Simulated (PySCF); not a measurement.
Radial density of O⁺ (oxygen, charge +1)

BHandHLYP, [He] 2s2 2p2 3s1, high-spin 4P determinant (an excited configuration). Calculation: PySCF 2.14, in aug-cc-pwCVQZ (9s8p6d4f2g, 109 functions); no relativity, point nucleus.

```json
{"r (bohr)": "0.00307", "4πr²ρ (e/bohr)": "0.03588", "4πr²(ρα − ρβ)": "0.0001"}
{"r (bohr)": "0.00517", "4πr²ρ (e/bohr)": "0.09799", "4πr²(ρα − ρβ)": "0.0004"}
{"r (bohr)": "0.00870", "4πr²ρ (e/bohr)": "0.2622", "4πr²(ρα − ρβ)": "0.0010"}
{"r (bohr)": "0.0146", "4πr²ρ (e/bohr)": "0.6743", "4πr²(ρα − ρβ)": "0.0027"}
{"r (bohr)": "0.0246", "4πr²ρ (e/bohr)": "1.627", "4πr²(ρα − ρβ)": "0.0065"}
{"r (bohr)": "0.0414", "4πr²ρ (e/bohr)": "3.522", "4πr²(ρα − ρβ)": "0.0147"}
{"r (bohr)": "0.0696", "4πr²ρ (e/bohr)": "6.368", "4πr²(ρα − ρβ)": "0.0319"}
{"r (bohr)": "0.117", "4πr²ρ (e/bohr)": "8.544", "4πr²(ρα − ρβ)": "0.0780"}
{"r (bohr)": "0.197", "4πr²ρ (e/bohr)": "7.087", "4πr²(ρα − ρβ)": "0.2446"}
{"r (bohr)": "0.331", "4πr²ρ (e/bohr)": "3.399", "4πr²(ρα − ρβ)": "0.8089"}
{"r (bohr)": "0.557", "4πr²ρ (e/bohr)": "3.301", "4πr²(ρα − ρβ)": "1.7770"}
{"r (bohr)": "0.937", "4πr²ρ (e/bohr)": "3.747", "4πr²(ρα − ρβ)": "1.7699"}
{"r (bohr)": "1.58", "4πr²ρ (e/bohr)": "1.251", "4πr²(ρα − ρβ)": "0.5765"}
{"r (bohr)": "2.65", "4πr²ρ (e/bohr)": "0.4069", "4πr²(ρα − ρβ)": "0.3733"}
{"r (bohr)": "4.46", "4πr²ρ (e/bohr)": "0.1934", "4πr²(ρα − ρβ)": "0.1934"}
{"r (bohr)": "7.50", "4πr²ρ (e/bohr)": "0.003488", "4πr²(ρα − ρβ)": "0.0035"}
```

The outer electron is Rydberg-like, and this basis confines it to a smaller radius and binds it less than a complete one would.
